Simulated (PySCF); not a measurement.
Electrostatic solvation of a mixed set.

All values: wB97X-D/def2-SVPD (PySCF, non-relativistic), each on one gas-phase PBE0-D3(BJ)/def2-SVP geometry that isn't relaxed in the solvent. The solvent is an IEF-PCM continuum (Bondi radii, 1.10 Å for H, scaled by 1.2). The model holds no explicit solvent molecules, cavitation or dispersion.

**Question.** Order them by E(solvent) − E(gas) in acetonitrile (ε = 35.69), most negative first (kJ/mol).
A. `[F:1][c:2]1[cH:3][cH:4][cH:5][c:6]([CH2:7][SiH3:8])[cH:9]1` with C5–C6–C7–Si8 -92°
B. `CC#[O+]` (acetyl cation)
C. `[CH3:1][P:2]1[CH2:3][CH2:4][SiH:5]([F:6])[CH2:7][CH2:8]1` with C1–P2–C3–C4 -170°, P2–C3–C4–Si5 64°, C3–C4–Si5–F6 -169°, C4–Si5–C7–C8 49°

**Answer.** B (-285.0), C (-19.4), A (-14.3).

| SMILES | charge | ΔE (kJ/mol) | polarisation term (kJ/mol) | HOMO shift (eV) | dipole gas (D) | dipole solvent (D) | atoms | lowest singlet, gas (eV) | lowest singlet, solvent (eV) |
| --- | --- | --- | --- | --- | --- | --- | --- | --- | --- |
| CC#[O+] | 1 | -285.0 | -287.4 | +5.72 | – | – | 6 | 8.64 | 8.58 |
| CP1CC[SiH](F)CC1 | 0 | -19.4 | -23.1 | +0.03 | 2.56 | 3.41 | 20 | 6.44 | 6.51 |
| Fc1cccc(C[SiH3])c1 | 0 | -14.3 | -16.7 | +0.05 | 1.72 | 2.32 | 18 | 5.30 | 5.31 |

The ion comes first with 285.0 kJ/mol, the neutral species gain 19.4 at most. The polarisation term is half the interaction of the solute with the induced surface charges. No dipole is given for ions, as it depends on the origin. Singlets are vertical TDDFT energies (frozen core, non-equilibrium response), the lowest in each medium.

The pairwise dispersion term of wB97X-D wasn't added to the energies; at a given geometry it leaves orbitals and properties as they are.
